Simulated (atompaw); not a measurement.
## What one change does to a pseudopotential (S, PAW (atompaw))

```json
{
  "Element": "sulfur",
  "Generator": "atompaw 4.2.0.5",
  "Type": "PAW",
  "Functional": "LDA (PW92)",
  "Relativity": "scalar-relativistic",
  "Frozen core": "[Ne]",
  "Valence charge": "6",
  "Reference configuration": "3s2 3p2.5 (charge +1.5)",
  "Partial waves": "3s (bound): rc 1.55 bohr; 3s channel at -2.1 Ry: rc 1.55 bohr; 3p (bound): rc 1.45 bohr; 3p channel at 1.75 Ry: rc 1.55 bohr",
  "Local potential": "troulliermartins scheme with l = 2 at 0.5 Ry, radius 1.35 bohr",
  "Core correction": "smooth core density matched at 1.25 bohr",
  "Augmentation charge": "besselshape compensation charge, radius 1.40 bohr; PAW radius 1.55 bohr; waves and projectors: custom rrkj gramschmidtortho"
}
```

Change: all radii scaled by about 1.23 (s 1.90, p 1.78 bohr); local potential troulliermartins scheme with l = 2 at 0.5 Ry, radius 1.66 bohr; augmentation besselshape compensation charge, radius 1.72 bohr; PAW radius 1.90 bohr; waves and projectors: custom rrkj gramschmidtortho; core correction smooth core density matched at 1.54 bohr.

Cutoffs: the cutoffs (Ry, on a coarse ladder) from which the occupation-weighted sum of valence levels, in a spherical-Bessel basis at the reference potential, stays within 10 and 1 mRy of its value at 400 Ry; they do not see the model core or the augmentation charge, which bear on the density cutoff.

What does the change do?

The potential gets neither clearly harder nor softer (15 Ry and 35 Ry → 18 Ry and 25 Ry); the p channel sets the loose cutoff, while the largest relative change is in s, which becomes harder; neither file shows a bound ghost.

```tsv
quantity	base	changed
cutoff, loose	15 Ry	18 Ry
cutoff, tight	35 Ry	25 Ry
loose cutoff by channel (10 mRy a level)	s 6 Ry, p 12 Ry	s 8 Ry, p 15 Ry
bound ghosts	none	none
lowest overlap eigenvalue by channel	s 0.36, p 0.55	s 0.34, p 0.31
```

 The cutoffs see the waves, projectors and local potential, not the compensation charge or the core.
